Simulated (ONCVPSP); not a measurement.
## How hard is this chromium ONCV potential?

```
Element                 : chromium (Cr)
Generator               : ONCVPSP 4.0.1
Type                    : optimised norm-conserving Vanderbilt (ONCV)
Functional              : BLYP
Relativity              : scalar-relativistic
Frozen core             : [Ar]
Valence charge          : 6
Reference configuration : 3d5 4s1
Partial waves           : 4s: rc 2.60 bohr, ncon 5, nbas 8, qcut 2.9 1/bohr, 2 projectors, debl 0.8 Ha; p scattering state at 0.41 Ha: rc 2.50 bohr, ncon 4, nbas 8, qcut 2.7 1/bohr, 3 projectors, debl 1.6 Ha; 3d: rc 1.75 bohr, ncon 5, nbas 9, qcut 8.3 1/bohr, local
Local potential         : the d channel
Core correction         : Teter function, fcfact 3.5, rcfact 1.75
```

Task: For each optimised wave give the share of its norm inside rc, the residual kinetic energy above qcut (Ha) and the cutoffs (Ha) for errors of 10, 1, 0.1 and 0.01 mHa per electron.

Result:

| wave | norm inside rc | residual KE | 10 mHa | 1 mHa | 0.1 mHa | 0.01 mHa |
| --- | --- | --- | --- | --- | --- | --- |
| 4s | 0.301 | 2.0e-04 | 2.0 | 3.4 | 4.9 | 13.5 |
| s projector 2 | 0.272 | 1.5e-03 | 3.0 | 7.7 | 28.9 | 33.8 |
| p projector 1 | 0.180 | 7.2e-04 | 1.1 | 3.4 | 9.3 | 27.7 |
| p projector 2 | 0.167 | 4.2e-02 | 5.1 | 12.0 | 39.0 | 47.0 |
| p projector 3 | 0.151 | 1.7e-01 | 19.5 | 50.9 | 57.8 | 72.4 |
| 3d | 0.705 | 1.4e-04 | 25.7 | 30.5 | 39.5 | 96.3 |

The occupied waves need 31 Ha and 40 Ha for 1 and 0.1 mHa. Note: ghosts flagged at negative energy: s at -83.0 eV; GHOST(+) flagged for p at 98.1 eV. A true bound ghost makes a file unfit for plane-wave use. 1 of 4 tests not solved or not reliable.
